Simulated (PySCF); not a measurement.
The multiplicity is imposed and other spin states were not computed.

B3LYP has the VWN-RPA correlation part, as in Gaussian. 

Cartesian coordinates (Å):
```xyz
9

Ag    -0.0313     0.0407     0.0520
C      0.9301    -1.6942    -1.0590
C      0.8636    -0.6406    -1.9237
H      1.8313    -1.8898    -0.4672
H      0.1473    -2.4605    -1.0332
H      0.0253    -0.5270    -2.6201
H      1.7094     0.0437    -2.0541
C     -0.8950     1.1651     1.4883
N     -1.3957     1.8167     2.3208
```
Charge 0, multiplicity 1.

Task: What LUMO, HOMO, total energy, HOMO–LUMO gap, dipole moment and charge on the central atom (Mulliken) does B3LYP-D3(BJ)/def2-TZVP // r2SCAN-D4/def2-SVP run with PySCF give?

Result: 
```
Property                                    Result
-------------------------------------  -----------
LUMO                                      -2.61 eV
HOMO                                      -7.81 eV
total energy                           -8669.04 eV
HOMO–LUMO gap                              5.20 eV
dipole moment                               9.29 D
charge on the central atom (Mulliken)       0.18 e
```
